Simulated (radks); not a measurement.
Results of a calculation; reference values are marked as such.
Initial-state core-level shifts of neutral gold when its valence configuration changes from [Xe] 4f14 5d10 6s1. Code: a radial shooting solver on a logarithmic mesh with Libxc functionals. Model: Dirac Kohn-Sham, PBE, spin-unpolarised, spherical densities, finite nucleus; open shells are shared between the two j in proportion to 2j + 1; Fermi nuclear charge, rms radius 5.4371 fm. Shifts are changes of the shell-averaged eigenvalues in eV (positive: less bound); the change of the density at the nucleus, which sets a Mossbauer isomer shift, is in e/bohr^3, on a base of 2.143e+06.

valence                     2p       4s       4p       4d  density at nucleus
4f13 5d10 6s2          -16.208  -16.056  -15.507  -14.942              +325.7
4f13 5d10 6s1 6p1      -18.337  -18.206  -17.656  -17.089              +193.5
4f14 5d9.5 6s1.5        -1.494   -1.475   -1.476   -1.478               +78.0
4f13.5 5d10 6s1 6p0.5   -9.066   -9.031   -8.762   -8.481               +95.0
4f12 5d10 6s1 6p2      -37.603  -37.081  -35.941  -34.787              +401.2
4f12 5d10 6s2 6p1      -35.791  -35.250  -34.110  -32.959              +562.9
4f14 5d8.5 6s1.5 6p1    -6.769   -6.710   -6.711   -6.715              +126.1
4f14 5d10 6s0.5 6p0.5   -1.118   -1.130   -1.129   -1.129               -61.0
4f14 5d9 6s2            -3.074   -3.031   -3.032   -3.036              +163.8
